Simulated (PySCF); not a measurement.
propane (C$_{3}$H$_{8}$), singlet, geometry from GFN2-xTB; DF-HF/d-aug-cc-pVDZ run with PySCF.

The PySCF input:
```python
from pyscf import gto, scf
import numpy

mol = gto.Mole()
mol.atom = '''
    C     0.000198   -0.009595    0.592623
    C     0.002038    1.264737   -0.242641
    C    -0.002214   -1.256219   -0.283457
    H    -0.881253   -0.018555    1.237812
    H     0.882081   -0.021519    1.237175
    H     0.003748    2.144356    0.397126
    H    -0.003506   -2.156089    0.327498
    H     0.883679    1.301209   -0.879153
    H    -0.879935    1.304174   -0.878516
    H    -0.884281   -1.272075   -0.920227
    H     0.879333   -1.275039   -0.920865
'''
mol.basis = 'd-aug-cc-pvdz'
mol.charge = 0
mol.spin = 0
mol.verbose = 4
mol.build()
print('smallest overlap eigenvalue', numpy.linalg.eigvalsh(mol.intor('int1e_ovlp'))[0])

mf = scf.RHF(mol)
mf = mf.density_fit(auxbasis='def2-universal-jkfit')
mf = scf.addons.remove_linear_dep_(mf, threshold=1e-4, lindep=1e-4)
mf.kernel()
```

Output, abridged:

```
PySCF version 2.14.0

[INPUT] verbose = 4
[INPUT] num. atoms = 11
[INPUT] num. electrons = 26
[INPUT] charge = 0
[INPUT] spin (= nelec alpha-beta = 2S) = 0
[INPUT] symmetry False subgroup None
[INPUT] Mole.unit = angstrom
[INPUT] Symbol           X                Y                Z      unit          X                Y                Z       unit  Magmom
[...]
nuclear repulsion = 82.9527611940232
number of shells = 75
number of NR pGTOs = 252
number of NR cGTOs = 200
basis = d-aug-cc-pvdz
ecp = {}
input.py:27: DeprecationWarning: remove_linear_dep_ is deprecated and will be removed in a future release. Linear dependency handling is now built into the SCF procedure by default. Linear dependency removal can be controlled using the following settings:
  pyscf.scf.hf.remove_overlap_zero_eigenvalue = True
  pyscf.scf.hf.overlap_zero_eigenvalue_threshold = 1e-6

  mf = scf.addons.remove_linear_dep_(mf, threshold=1e-4, lindep=1e-4)
smallest overlap eigenvalue 9.820506454293757e-07
Applying remove_linear_dep_ on SCF object.
Using canonical orthogonalization with threshold 0.0001

******** <class 'pyscf.df.df_jk.DFRHF'> ********
method = DFRHF
initial guess = minao
damping factor = 0
level_shift factor = 0
DIIS = <class 'pyscf.scf.diis.CDIIS'>
diis_start_cycle = 1
diis_space = 8
diis_damp = 0
SCF conv_tol = 1e-09
SCF conv_tol_grad = None
SCF max_cycles = 50
direct_scf = False
Set gradient conv threshold to 3.16228e-05
Initial guess from minao.
******** <class 'pyscf.df.df.DF'> ********
auxbasis = def2-universal-jkfit
init E= -118.568739220537

WARN: 1 small eigenvectors of overlap matrix removed because of linear dependency between AOs.

[...]
cycle= 1 E= -118.248512678993  delta_E= 0.32  |g|= 0.269  |ddm|= 18.5
[...]
cycle= 2 E= -118.274172385886  delta_E= -0.0257  |g|= 0.0705  |ddm|= 0.749
[...]
cycle= 3 E= -118.276042096611  delta_E= -0.00187  |g|= 0.0203  |ddm|= 0.31
[...]
cycle= 4 E= -118.276164626529  delta_E= -0.000123  |g|= 0.00316  |ddm|= 0.043
[...]
cycle= 5 E= -118.276169529773  delta_E= -4.9e-06  |g|= 0.00063  |ddm|= 0.0123
[...]
cycle= 6 E= -118.276169767345  delta_E= -2.38e-07  |g|= 0.000199  |ddm|= 0.00221
[...]
cycle= 7 E= -118.276169784559  delta_E= -1.72e-08  |g|= 0.000119  |ddm|= 0.00051
[...]
cycle= 8 E= -118.276169787836  delta_E= -3.28e-09  |g|= 0.000103  |ddm|= 0.000312
[...]
cycle= 9 E= -118.276169787749  delta_E= 8.77e-11  |g|= 0.000105  |ddm|= 1.08e-05
[...]
cycle= 10 E= -118.276169787956  delta_E= -2.07e-10  |g|= 0.0001  |ddm|= 6.15e-05
[...]
[...]
cycle= 24 E= -118.276169788886  delta_E= 6.92e-10  |g|= 7.99e-05  |ddm|= 0.0002
[...]
cycle= 25 E= -118.276169787678  delta_E= 1.21e-09  |g|= 8.77e-05  |ddm|= 0.0001
[...]
cycle= 26 E= -118.276169788041  delta_E= -3.64e-10  |g|= 9.14e-05  |ddm|= 0.000538
[...]
cycle= 27 E= -118.276169786324  delta_E= 1.72e-09  |g|= 0.000123  |ddm|= 0.000269
[...]
cycle= 28 E= -118.276169782974  delta_E= 3.35e-09  |g|= 0.000136  |ddm|= 0.000342
[...]
cycle= 29 E= -118.276169784364  delta_E= -1.39e-09  |g|= 0.000111  |ddm|= 0.000433
[...]
cycle= 30 E= -118.276169786003  delta_E= -1.64e-09  |g|= 0.000106  |ddm|= 0.000149
[...]
cycle= 31 E= -118.276169788574  delta_E= -2.57e-09  |g|= 9.45e-05  |ddm|= 0.000486
[...]
cycle= 32 E= -118.276169788651  delta_E= -7.74e-11  |g|= 7.67e-05  |ddm|= 0.000478
[...]
cycle= 33 E= -118.276169788734  delta_E= -8.25e-11  |g|= 8.66e-05  |ddm|= 0.000178
[...]
cycle= 34 E= -118.276169787712  delta_E= 1.02e-09  |g|= 9.33e-05  |ddm|= 9.37e-05
[...]
cycle= 35 E= -118.276169789978  delta_E= -2.27e-09  |g|= 4.72e-05  |ddm|= 0.000529
[...]
cycle= 36 E= -118.27616978383  delta_E= 6.15e-09  |g|= 0.000141  |ddm|= 0.000475
[...]
cycle= 37 E= -118.276169781223  delta_E= 2.61e-09  |g|= 0.000148  |ddm|= 0.000183
[...]
cycle= 38 E= -118.276169782355  delta_E= -1.13e-09  |g|= 0.000119  |ddm|= 0.000519
[...]
cycle= 39 E= -118.276169786106  delta_E= -3.75e-09  |g|= 0.000106  |ddm|= 0.000401
[...]
cycle= 40 E= -118.276169789285  delta_E= -3.18e-09  |g|= 6.41e-05  |ddm|= 0.000347
[...]
cycle= 41 E= -118.276169788915  delta_E= 3.7e-10  |g|= 6.26e-05  |ddm|= 0.000121
[...]
cycle= 42 E= -118.276169788575  delta_E= 3.4e-10  |g|= 6.46e-05  |ddm|= 0.00013
[...]
cycle= 43 E= -118.276169789459  delta_E= -8.84e-10  |g|= 5.22e-05  |ddm|= 0.000154
[...]
cycle= 44 E= -118.276169789416  delta_E= 4.27e-11  |g|= 5.18e-05  |ddm|= 5.22e-05
[...]
cycle= 45 E= -118.276169790085  delta_E= -6.68e-10  |g|= 4.73e-05  |ddm|= 0.000125
[...]
cycle= 46 E= -118.27616978964  delta_E= 4.45e-10  |g|= 5.92e-05  |ddm|= 7.84e-05
[...]
cycle= 47 E= -118.276169786355  delta_E= 3.28e-09  |g|= 8.51e-05  |ddm|= 0.000308
[...]
cycle= 48 E= -118.276169784859  delta_E= 1.5e-09  |g|= 9.76e-05  |ddm|= 0.000175
[...]
cycle= 49 E= -118.276169787094  delta_E= -2.24e-09  |g|= 9.01e-05  |ddm|= 0.000415
[...]
cycle= 50 E= -118.276169786382  delta_E= 7.12e-10  |g|= 0.000114  |ddm|= 0.000216
SCF not converged.
SCF energy = -118.276169786382
```

Convergence was not reached.
